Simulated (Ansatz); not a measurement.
A nudged elastic band was laid between two geometries of BCl2H2N + H4Si (11 atoms, charge 0, multiplicity 1).

These are results of RKS PBE/6-31G* (Ansatz 0.2.0), not measurements.

```yaml
movable_images: 9
climbing_image: yes
spring: 5.0 eV/Å²
optimiser: quadratic models (default)
start_path: through a guess of the saddle point
force_threshold: 0.05 eV/Å
iteration_limit: 60
end_points: relaxed
```

Image 0:

```xyz
11
Properties=species:S:1:pos:R:3
B 0.376 -0.696 0.215
N 0.242 -1.146 1.531
H -0.654 -1.423 1.926
H 1.032 -1.211 2.168
Cl 1.972 -0.220 -0.408
Cl -1.055 -0.591 -0.840
Si -1.062 3.165 1.073
H -2.527 3.059 0.775
H -0.814 4.368 1.932
H -0.291 3.292 -0.204
H -0.613 1.939 1.809
```

Image 10:

```xyz
11
Properties=species:S:1:pos:R:3
B 0.034 0.594 0.365
N -0.073 -0.228 1.782
H -1.056 -0.384 2.049
H 0.381 -1.151 1.681
Cl 1.869 0.700 0.071
Cl -0.852 -0.515 -0.839
Si -0.844 2.434 0.538
H -2.304 2.335 0.912
H -0.199 3.269 1.619
H -0.756 3.205 -0.745
H 0.404 0.278 2.544
```

(1) What changes between the two ends?

(2) Give the energies along the band, and the barrier.

(3) What is the geometry of the highest image?

The band took 34 iterations and roughly 11 core-minutes.

## Answers

(1) Bonds broken: Si7–H11. Bonds formed: B1–Si7, N2–H11. BCl2H2N + H4Si becomes BCl2H6NSi.

(2) It converged. The highest image is number 4 of 0 to 10, 2.02 eV above the first end and 1.79 eV above the last; the last end lies 0.24 eV above the first. Neighbouring images differ by up to 1.5 eV, so the band resolves the path poorly. A vibrational analysis at the climbing image gives one clearly imaginary mode, 1257i cm⁻¹: a first-order saddle point. The orbitals stay closed-shell, which can raise the energy where a bond breaks towards radicals; this wasn't checked here.

```tsv
image	path coordinate (Å)	energy (eV)	Si7–H11 (Å)	B1–Si7 (Å)	N2–H11 (Å)
0	0.00	0.00	1.50	4.21	3.21
1	0.86	0.01	1.50	4.04	3.07
2	1.72	0.09	1.49	3.57	2.61
3	2.58	0.57	1.51	2.98	2.14
4	3.44	2.02	1.84	2.30	1.39
5	3.89	1.26	2.20	2.15	1.07
6	4.33	0.55	2.58	2.07	1.02
7	4.78	0.34	2.92	2.04	1.03
8	5.23	0.30	3.00	2.05	1.03
9	5.67	0.25	3.08	2.05	1.03
10	6.12	0.24	3.20	2.05	1.03
```

(3) 
```xyz
11
Properties=species:S:1:pos:R:3
B 0.074 0.330 0.446
N -0.116 -0.451 1.776
H -0.836 -1.174 1.799
H 0.724 -0.678 2.312
Cl 1.827 0.688 0.091
Cl -0.977 -0.299 -0.908
Si -0.775 2.450 0.738
H -2.255 2.538 0.986
H -0.063 3.320 1.735
H -0.477 2.940 -0.643
H -0.519 0.874 1.645
```

Run time: 5.6 min on 2 threads of Intel(R) Xeon(R) 6975P-C (Granite Rapids), on a shared host, peak memory 0.16 GiB.
